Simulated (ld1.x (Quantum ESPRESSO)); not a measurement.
# Building the ultrasoft potential for Nd (Z = 60) (PBE, scalar-relativistic).

neodymium, ultrasoft, made with ld1.x (Quantum ESPRESSO) 7.5 (PBE, scalar-relativistic). Core [Kr] 4d10, reference 4f4 5s2 5p6 5d0 6s2 6p0. Waves: 5s (bound): rcut 1.90, rcutus 2.00 bohr; 6s (bound): rcut 1.90, rcutus 2.00 bohr; 5p (bound): rcut 2.25, rcutus 2.60 bohr; 6p (bound, empty): rcut 2.25, rcutus 2.60 bohr; 5d (bound, empty): rcut 2.40, rcutus 3.30 bohr; 5d channel at 0.4 Ry: rcut 2.40, rcutus 3.30 bohr; 4f (bound): rcut 1.40, rcutus 1.50 bohr; 4f channel at 1.2 Ry: rcut 1.40, rcutus 1.50 bohr. Local part: all-electron potential smoothed inside 1.50 bohr (lloc = -2). Core correction: a·sin(br)/r model core inside 1.45 bohr. Augmentation charge: PSQ, inside the norm-conserving radii.

Poles of the logarithmic derivatives, all-electron (AE) and pseudo (PS). Narrow ghost or core levels that the grid stepped over were put in at their known energies. s: poles at -3.0, 1.2 (AE) and -3.0, 1.2, 4.9 (PS) Ry. p: poles at -1.6, 2.1 (AE) and -1.6, 2.1 (PS) Ry. d: poles at 0.3, 3.7 (AE) and -0.7, 0.3, 4.0 (PS) Ry. f: poles at -0.1, 2.3 (AE) and -0.1, 2.3 (PS) Ry. Test radius 3.62 bohr.

* Cutoffs needed: 60 Ry and 100 Ry (the cutoffs (Ry, on a coarse ladder) from which the occupation-weighted sum of valence levels, in a spherical-Bessel basis at the reference potential, stays within 10 and 1 mRy of its value at 400 Ry)
* Ghost test: ghost state, extra bound levels that the all-electron valence spectrum of the same l lacks: d at -9.1 eV; a true bound ghost makes a file unfit for plane-wave use (spherical-Bessel basis up to 400 Ry, 20 bohr box)
* Largest excitation error: -2684 meV (all-electron minus pseudo) for 4f2 5s2 5p6 5d0 6s0 6p0, out of 7 test configurations
* Lowest eigenvalue of the overlap operator: 0.01 (p channel)
* Density cutoff estimated by the generator: 307 Ry
